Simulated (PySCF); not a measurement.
## Hg₂O: fields on a plane

All numbers come from PBE0/[O def2-TZVP, Hg def2-TZVP with ECP60], scalar-relativistic core potentials, density fitting, no spin–orbit coupling, PySCF.

The singlet minimum has O–Hg 2.043 Å (×2); Hg–O–Hg 180.0°.

The plane holds O1 at (0.00, 0.00), Hg2 at (2.04, 0.00), Hg3 at (-2.04, 0.00) Å. Columns run from x = -4.05 to 4.35 Å, rows from y = 2.25 (top) to -1.95 Å, in steps of 0.3 Å. Other isomers or separated fragments may lie lower. Core electrons replaced by a potential are absent, the electrostatic potential uses the reduced nuclear charge, and values within about 0.7 Å of such atoms have no physical meaning.

Q: Give the electron density (e/Å³) (cut at 5 e/Å³). Lower edges of the bins (e/Å³): '0' 0.000, '1' 0.030, '2' 0.077, '3' 0.151, '4' 0.269, '5' 0.455, '6' 0.750, '7' 1.218, '8' 1.960, '9' 3.136; top 5.00.

A: 
```
00000000000000000000000000000
00000000000000000000000000000
00000111110000000011111000000
00011233221111111122332110000
00123455432233332234554321000
00135788754456654457887531000
01246999975579975579999642100
01247995996689986699599742100
01247995996689986699599742100
01246999975579975579999642100
00135788754456654457887531000
00123455432233332234554321000
00011233221111111122332110000
00000111110000000011111000000
00000000000000000000000000000
```

Q: Give the electron localisation function (set to 0 where the density is under 0.005 e/Å³). Every second row and column.

A: 
```
0.00 0.00 0.00 0.16 0.11 0.00 0.00 0.00 0.00 0.00 0.15 0.15 0.00 0.00 0.00
0.00 0.23 0.29 0.30 0.26 0.08 0.09 0.17 0.05 0.18 0.29 0.30 0.27 0.00 0.00
0.20 0.28 0.33 0.38 0.34 0.15 0.45 0.69 0.15 0.27 0.38 0.35 0.31 0.26 0.00
0.25 0.27 0.41 0.78 0.74 0.21 0.78 0.88 0.37 0.46 0.78 0.66 0.28 0.27 0.18
0.25 0.26 0.46 0.19 0.77 0.24 0.63 0.09 0.45 0.58 0.00 0.77 0.28 0.26 0.19
0.24 0.28 0.35 0.56 0.49 0.17 0.69 0.86 0.25 0.33 0.58 0.46 0.30 0.27 0.00
0.00 0.27 0.32 0.33 0.30 0.12 0.22 0.42 0.09 0.24 0.32 0.33 0.30 0.23 0.00
0.00 0.00 0.24 0.25 0.20 0.05 0.03 0.05 0.03 0.12 0.24 0.25 0.20 0.00 0.00
```

No spin–orbit coupling is included, which matters more the heavier the element.
